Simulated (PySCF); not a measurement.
**MF₂ across the fourth-period p block**

Level: PBE0, basis family def2-TZVP, no relativity.

Each entry is the lowest minimum that a search over a few typed start shapes (and spin states, where more than one is plausible) found, or that minimum re-optimised at the stated level; isomers with ligand–ligand bonds, or fragments after loss of a ligand pair, can lie lower. Open shells are unrestricted; no spin–orbit coupling; PySCF with density fitting.

```json
{"molecule": "GeF₂", "2S+1": "1", "point group": "C2v", "mean bond to the central atom (Å)": "1.745", "polar-tensor charge of the central atom": "1.24", "lowest ω (cm⁻¹)": "259", "atomisation (kJ/mol)": "1050", "gap (eV)": "6.36"}
{"molecule": "AsF₂", "2S+1": "2", "point group": "C2v", "mean bond to the central atom (Å)": "1.730", "polar-tensor charge of the central atom": "1.14", "lowest ω (cm⁻¹)": "270", "atomisation (kJ/mol)": "845", "gap (eV)": "–"}
{"molecule": "SeF₂", "2S+1": "?", "point group": "?", "mean bond to the central atom (Å)": "?", "polar-tensor charge of the central atom": "?", "lowest ω (cm⁻¹)": "?", "atomisation (kJ/mol)": "?", "gap (eV)": "?"}
{"molecule": "BrF₂", "2S+1": "2", "point group": "C2v", "mean bond to the central atom (Å)": "1.826", "polar-tensor charge of the central atom": "1.05", "lowest ω (cm⁻¹)": "168", "atomisation (kJ/mol)": "388", "gap (eV)": "–"}
```

(1) Fill in the row of SeF₂.

## Answers

(1) 2S+1: 1; point group: C2v; mean bond to the central atom (Å): 1.730; polar-tensor charge of the central atom: 0.99; lowest ω (cm⁻¹): 268; atomisation (kJ/mol): 683; gap (eV): 4.83.

The bond length does not run in one direction; the largest change, 0.096 Å, falls between SeF₂ and BrF₂ among the members listed.

Left out of the table are members whose search was unfinished or whose lowest solution was spin-contaminated, unstable, very soft or bonded differently.
